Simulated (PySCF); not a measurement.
O²⁺ (oxygen, charge +2) across methods

[He] 2s2 2p2, high-spin 3P determinant. All numbers are calculated (PySCF 2.14, no relativity, point nucleus, in dyall-av3z).

| method | E (hartree) | mean ε 2s α (eV) | mean ε 2s β (eV) | mean ε 2p α (eV) | Σ⟨r²⟩ (bohr²) | ⟨S²⟩ |
| --- | --- | --- | --- | --- | --- | --- |
| PBE | -73.2015 | -59.755 | -55.384 | -45.066 | 5.077 | 2.001 |
| UHF | -73.10624 | -72.742 | -62.332 | -55.798 | 5.041 | 2.005 |
| r2SCAN0 | -73.2577 | -64.173 | -57.653 | -48.678 | 5.039 | 2.003 |
| MN15 | -73.2712 | -63.138 | -58.720 | -48.534 | 5.059 | 2.001 |
| PBE0 | -73.2161 | -63.192 | -57.530 | -47.901 | 5.058 | 2.002 |
| wB97M-V | -73.2866 | -65.407 | -60.498 | -50.124 | 5.078 | 2.002 |
| r2SCAN | -73.2549 | -61.177 | -55.652 | -46.124 | 5.046 | 2.003 |
| LDA | -72.7086 | -59.483 | -55.216 | -44.991 | 5.102 | 2.001 |
| M06-L | -73.2863 | -60.893 | -55.817 | -45.791 | 5.006 | 2.003 |
